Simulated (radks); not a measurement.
Question: Valence configurations of P III (all share [Ne]). All-electron calculation, non-relativistic Kohn-Sham, PBEsol, spin-unpolarised, spherical densities, point nucleus. Program: a radial shooting solver on a logarithmic mesh with Libxc functionals. Order these by energy: 3s1.5 3p1.5; 3p3; 3s0.5 3p2.5; 3s1 3p2; 3s2 3p1.

Answer: From the lowest, in eV above it: 3s2 3p1 0.000; 3s1.5 3p1.5 4.783; 3s1 3p2 9.579; 3s0.5 3p2.5 14.388; 3p3 19.210. NIST lists [Ne] 3s2 3p1 as the ground configuration; this level of theory agrees among the configurations tried. The energies are those of spherical spin-averaged densities, not of single terms.
